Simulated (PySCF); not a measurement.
H₄Ge.

```xyz
5

Ge     0.0000     0.0000     0.0000
H      0.8867    -0.8867    -0.8867
H     -0.8867    -0.8867     0.8867
H     -0.8867     0.8867    -0.8867
H      0.8867     0.8867     0.8867
```
Charge 0, spin multiplicity 1.

The structure is a stationary point at B3LYP-D3(BJ)/def2-TZVP.

Method: PBE/pcSseg-2 run with PySCF. Non-relativistic, no solvent.

Computed absolute GIAO shielding of each atom: isotropic value and principal components (ppm):
```tsv
atom	σ(iso)	σ11	σ22	σ33	span
Ge1	1621.0	1621.0	1621.0	1621.0	0.0
H2	27.6	22.2	22.2	38.5	16.3
H3	27.6	22.2	22.2	38.5	16.3
H4	27.6	22.2	22.2	38.5	16.3
H5	27.6	22.2	22.2	38.5	16.3
```
